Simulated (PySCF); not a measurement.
A structure optimised at PBE-D3(BJ)/def2-TZVP, used in a PySCF frequency run:

```
C
H 1 1.1017
H 1 1.1017 2 107.06
H 1 1.1017 2 107.06 3 -114.54
Mg 1 2.0951 2 111.78 3 122.73
H 5 1.7201 2 157.78 1 180.00
```

Q: Write its SMILES, formula and point group.

A: [CH3][MgH], CH4Mg, C3v

Q: What are its rotational constants (standard atomic weights)?

A: 159.67, 9.6398, 9.6398 GHz
